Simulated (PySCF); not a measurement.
Dy(OH)2 at several levels of theory

Computed with PySCF 2.14.0 (density fitting, no spin-orbit coupling) at the geometry relaxed with PBE0:

```xyz
5
Dy(OH)2 (singlet in the valence; each metal's 4f electrons, 10 of them, lie in its core potential, out of spins and levels)
Dy    0.0000    0.0000   -0.1682
O     2.0130   -0.0401    0.5648
H     2.8398   -0.0566    1.0489
O    -2.0130    0.0401    0.5648
H    -2.8398    0.0566    1.0489
```

```csv
level,basis,state,HOMO (eV),gap (eV),charge on Dy1 (e),population of f-type functions on Dy1 (polarisation alone where 4f lies in the core),dipole about the centre of mass (D),largest force component (eV/Å)
PBE0,"Dy lcecp-0-SVP with ECP56, O def2-SVP, H def2-SVP",singlet,–,–,0.87,0.03,2.91,0.00
TPSS,the same,singlet,–,–,0.78,0.03,2.79,0.48
B3LYP,the same,singlet,–,–,0.82,0.03,2.86,0.17
```

In the lcecp rows the 4f levels are missing from HOMO and gap, and the state counts the valence alone.

Charges are Mulliken's, which hang on the basis. The relaxation used the grid (50, 194), these runs (75, 302) or, all-electron (x2c bases, spin-free X2C Hamiltonian), (99, 590).

**Question.** What does PBE0 with Dy lcecp-0-TZVP with ECP56, O def2-TZVP, H def2-TZVP give here?

**Answer.** state singlet, charge on Dy1 (e) 1.25, population of f-type functions on Dy1 (polarisation alone where 4f lies in the core) 0.04, dipole about the centre of mass (D) 3.14, largest force component (eV/Å) 0.24. Time: 6.3 s on 2 threads of Arm Neoverse V1 (shared host), from free ions and atoms.

An lcecp potential fixes the number of 4f electrons, so in runs with it no electron can move into or out of that shell; real Dy(II) is rare or takes another configuration.
